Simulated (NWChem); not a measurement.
# CH5GaO2; SMILES [OH][Ga]([CH3])[OH]

```xyz
9

Ga     0.0005     0.0017     0.0007
C      0.1350    -1.9416    -0.0003
H      0.6028    -2.2962    -0.9309
H     -0.8701    -2.3791     0.0777
H      0.7443    -2.2955     0.8444
O     -1.5887     0.8064    -0.0002
H     -1.5230     1.7671    -0.0042
O      1.3382     1.1914    -0.0006
H      2.2243     0.8180     0.0005
```
Atoms are numbered in this order, from 1.

Structure relaxed at the PBE0/def2-SVP level.

Q: List the 4 lowest vertical singlet excitations from PBE/def2-SVPD, TDA (NWChem).

A: 
```json
[
 {"state": "S1", "energy (eV)": "5.62", "oscillator strength": "0.000", "leading excitation (squared amplitude)": "HOMO → LUMO (1.00)"},
 {"state": "S2", "energy (eV)": "6.24", "oscillator strength": "0.120", "leading excitation (squared amplitude)": "HOMO−1 → LUMO (0.85)"},
 {"state": "S3", "energy (eV)": "6.31", "oscillator strength": "0.053", "leading excitation (squared amplitude)": "HOMO−2 → LUMO (0.96)"},
 {"state": "S4", "energy (eV)": "6.38", "oscillator strength": "0.011", "leading excitation (squared amplitude)": "HOMO−3 → LUMO (0.62)"}
]
```
